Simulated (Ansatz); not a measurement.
`[CH3][Zr]([NH2])([NH2])[Cl]` and `[NH2][Zr]([NH2])([Cl])[Cl]` differ in one atom or group.

Ansatz, PBE0-D4/def2-TZVP geometries, multiplicity 1. Each molecule was computed in one conformer, which needn't be the lowest.

Elements past krypton have def2 core potentials.

| property | `[CH3][Zr]([NH2])([NH2])[Cl]` |
| --- | --- |
| HOMO energy (ωB97M-V/def2-TZVPP) / eV | -9.72 |
| LUMO energy (PBE/def2-TZVPP) / eV | -1.73 |
| HOMO–LUMO gap (PBE0/def2-TZVPP) / eV | 6.56 |
| size of the dipole moment (B3LYP/def2-TZVPP) / D | 2.88 |
| LUMO energy (B3LYP/def2-TZVPP) / eV | -1.07 |
| HOMO–LUMO gap (PBE/def2-TZVPP) / eV | 4.32 |

**Question.** What does the change do to each property? (Estimate.)

**Answer.** Computed: 
```
                                        property  `[NH2][Zr]([NH2])([Cl])[Cl]`  shift
           HOMO energy (ωB97M-V/def2-TZVPP) / eV                        -10.13  -0.41
               LUMO energy (PBE/def2-TZVPP) / eV                         -2.20  -0.47
            HOMO–LUMO gap (PBE0/def2-TZVPP) / eV                          6.48  -0.08
size of the dipole moment (B3LYP/def2-TZVPP) / D                          3.35   0.47
             LUMO energy (B3LYP/def2-TZVPP) / eV                         -1.57  -0.50
             HOMO–LUMO gap (PBE/def2-TZVPP) / eV                          4.25  -0.07
```

With PBE0 the HOMO falls by 0.43 eV and the LUMO falls by 0.51 eV, so the gap narrows by about 0.08 eV. PBE moves the HOMO by -0.40 eV and ωB97M-V by -0.41 eV. The zero-point energy changes by -85.6 kJ/mol with -9 modes. Dipoles are sizes alone; their direction can turn.

B3LYP here is the variant with VWN-RPA as its local correlation; programs differ in this.
